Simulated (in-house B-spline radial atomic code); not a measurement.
Radial electron density of Gd⁺, [Xe] 4f7 5d1 6s1. Level of theory: Dirac-Kohn-Sham PBE, spherical fractional occupations, Fermi nucleus of rms radius 5.1569 fm; calculated with a radial B-spline atomic code at the basis-set limit.

Columns: r (bohr), 4πr²n(r) (electrons per bohr), bar.

```
0.000772    2.721 #
0.000967    3.955 ##
 0.00121    5.702 ##
 0.00152    8.206 ###
 0.00191    11.69 #####
 0.00239    16.35 ######
 0.00299    22.49 #########
 0.00375    30.46 ############
 0.00471    40.31 ################
  0.0059    51.58 ####################
  0.0074    63.65 #########################
 0.00927    74.92 #############################
  0.0116    83.45 #################################
  0.0146    87.42 ##################################
  0.0183    85.86 ##################################
  0.0229    80.82 ################################
  0.0287    77.13 ##############################
   0.036    80.72 ################################
  0.0451    93.29 ####################################
  0.0565    108.1 ##########################################
  0.0709    112.6 ############################################
  0.0888    101.5 ########################################
   0.111    87.27 ##################################
    0.14    87.82 ##################################
   0.175     98.8 #######################################
   0.219    93.51 #####################################
   0.275    64.69 #########################
   0.345    42.93 #################
   0.432    45.39 ##################
   0.542    49.32 ###################
   0.679    37.47 ###############
   0.851    21.88 #########
    1.07    13.87 #####
    1.34    10.39 ####
    1.68    6.692 ###
     2.1    3.343 #
    2.64    1.453 #
     3.3    0.737 
    4.14   0.3864 
    5.19   0.1536 
    6.51  0.03818 
    8.16 0.005123 
    10.2 0.0003338 
    12.8 8.333e-06
```

On this grid the curve has 4 maxima, near 0.0146, 0.0709, 0.175, 0.542 bohr.

The 4f5/2 radial function P(r) = rR(r), positive near the nucleus, with its small component Q(r) (sign convention: Q ≈ (P' + κP/r)/2c):

| r (bohr) | P | Q |
| --- | --- | --- |
| 0.0287 | 0.001502 | 0.001178 |
| 0.0451 | 0.006977 | 0.003451 |
| 0.0709 | 0.02919 | 0.008876 |
| 0.111 | 0.1033 | 0.01888 |
| 0.175 | 0.3011 | 0.03163 |
| 0.275 | 0.6569 | 0.03795 |
| 0.432 | 1.014 | 0.03024 |
| 0.679 | 1.053 | 0.01495 |
| 1.07 | 0.7449 | 0.004708 |
| 1.68 | 0.3736 | 0.0008669 |
| 2.64 | 0.1277 | 2.707e-05 |
| 4.14 | 0.02713 | -2.793e-05 |
| 6.51 | 0.002551 | -4.966e-06 |
